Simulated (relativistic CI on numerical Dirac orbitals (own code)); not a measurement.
**Fe2+ in a cubic cluster: 2p photoemission with charge transfer**

Computed with a charge-transfer multiplet model of a cubic metal-ligand cluster with up to 2 ligand holes, Slater and spin-orbit integrals from Dirac-Coulomb-Breit ions, Slater integrals scaled by 0.9. The ground state mixes d6 with configurations of k ligand holes L, whose averages lie at kΔ + k(k − 1)U_dd/2; a core hole lowers each added d electron by U_cd. 20 K, Lorentzian 0.6 eV and Gaussian 0.8 eV FWHM.

Atomic integrals in eV (Slater integrals scaled, ζ unscaled), ground: F2dd 9.813, F4dd 6.093, zeta_d 0.049; with the core hole: F2dd 11.484, F4dd 7.183, zeta_d 0.075, zeta_core 8.130, F2cd 6.732, G1cd 5.078, G3cd 2.886.

Cluster parameters (eV): U_dd = 5.3, U_cd = 6.3, 10Dq = 0.9, 10Dq(ligand) = 0.7, V(eg) = 2.55, V(t2g) = -1.31, final-state hopping factor = 0.8.

```tsv
Case	n_d	d6	d7L	d8L2	S
Δ = 3.1 eV	6.33	0.69	0.29	0.02	2.00
Δ = 4.1 eV	6.27	0.74	0.24	0.01	2.00
Δ = 5.1 eV	6.22	0.79	0.20	0.01	2.00
```

Weights, n_d and S are thermal averages at 20 K. Binding energies count from the first peak over 30 % of the highest in each spectrum, which can be another peak from case to case. The parameters are a model scan and need not match a compound or its usual spin state. Peaks in eV (height, largest 100):
- Δ = 3.1 eV: 0.0 (100), 1.3 (69), 6.2 (35), 14.4 (58), 20.4 (17)
- Δ = 4.1 eV: 0.0 (100), 1.4 (68), 6.4 (31), 14.5 (58), 20.2 (15)
- Δ = 5.1 eV: 0.0 (100), 1.4 (67), 4.6 (28), 6.5 (26), 11.0 (8), 14.5 (59), 20.2 (13)

For the case Δ = 3.1 eV, Δ = 3.1 eV is smaller than U_dd = 5.3 eV, the charge-transfer side of the Zaanen-Sawatzky-Allen scheme. With the core hole the configuration with one ligand hole lies at Δ − U_cd = -3.2, -2.2, -1.2 eV from the one without, in the order of the table; where this is negative the screened configuration lies lower, though the effective hopping of about 3.1 eV (from the holes of the mixed ground state) mixes the two strongly wherever it is as large as the gap.
